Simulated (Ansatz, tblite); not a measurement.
Forces on the cluster V₃O₃⁺ at its PBE-D4/def2-SVP geometry. The state is a singlet with charge 1.

The xTB rows come from tblite. The restricted singlet is unstable towards broken spin symmetry in Hartree–Fock (as tested in another run); at PBE-D4/def2-TZVP this wasn't settled. Another isomer (singlet) lies 0.31 eV lower at PBE0-D4/def2-TZVP; other spin states weren't run for this one.

GFN1-xTB (tblite), largest force 7.83 eV/Å:

```xyz
6
positions Å, forces eV/Å
V    -0.243   -1.096   -0.176   -1.675   -7.557   -1.201
V    -0.408    0.438    1.303    0.090    3.359    4.942
V     0.636    0.599   -1.137    1.644    4.422   -3.703
O     0.370    1.671    0.270   -0.511   -2.291   -0.371
O    -0.424   -0.455   -1.972    1.255    0.427    2.534
O     0.069   -1.156    1.712   -0.804    1.641   -2.201
```

GFN2-xTB (tblite), largest force 5.77 eV/Å:

```
V -1.233 -5.565 -0.881
V 0.902 1.987 2.383
V 0.167 2.798 -1.633
O -0.373 -1.660 -0.261
O 1.385 0.613 2.456
O -0.847 1.826 -2.063
```

PBE-D4/def2-TZVP (Ansatz), largest force 0.45 eV/Å:

```
V -0.099 -0.436 -0.070
V -0.106 0.298 0.187
V 0.235 0.272 -0.096
O 0.059 0.271 0.042
O -0.137 -0.158 -0.182
O 0.048 -0.247 0.119
```
